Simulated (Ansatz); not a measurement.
Species: sum formula Si2N2H7, charge 0, multiplicity 2. It need not be the lowest isomer of its formula. 
Structure (B3LYP-D3(BJ)/def2-TZVP (Ansatz, an electronic-structure program) minimum search):
```
Si
N 1 1.7348
H 2 1.0089 1 119.10
H 2 1.0090 3 110.63 1 -144.35
H 1 1.4862 2 105.54 3 176.98
H 1 1.4923 5 107.11 2 -124.01
Si 1 2.3399 5 115.58 6 -120.40
N 7 1.7299 1 109.43 5 -52.95
H 8 1.0076 7 122.39 1 160.28
H 8 1.0082 9 112.06 7 -154.72
H 7 1.4915 8 106.26 9 35.89
```
Charge 0, spin multiplicity 2.

Computed values are from Ansatz. Correlated levels leave the core frozen unless marked. Open shells are spin-unrestricted. Spin-orbit coupling is left out. No relativistic terms. CBS marks a two-point X^-3 extrapolation of the correlation energy; Hartree-Fock from the larger set.

Q: What is the total energy at CCSD(T)/CBS(cc-pV(T+d)Z,cc-pV(Q+d)Z)?

A: -691.7614 Eh.

Q: What is the T1 diagnostic at CCSD/cc-pV(Q+d)Z?

A: 0.015.

Q: What is the atomisation energy De at CCSD(T)/CBS(cc-pV(T+d)Z,cc-pV(Q+d)Z)?

A: 830.0 kcal/mol.

Q: What is the dipole moment at CCSD(T)/aug-cc-pV(D+d)Z?

A: 1.61 D.
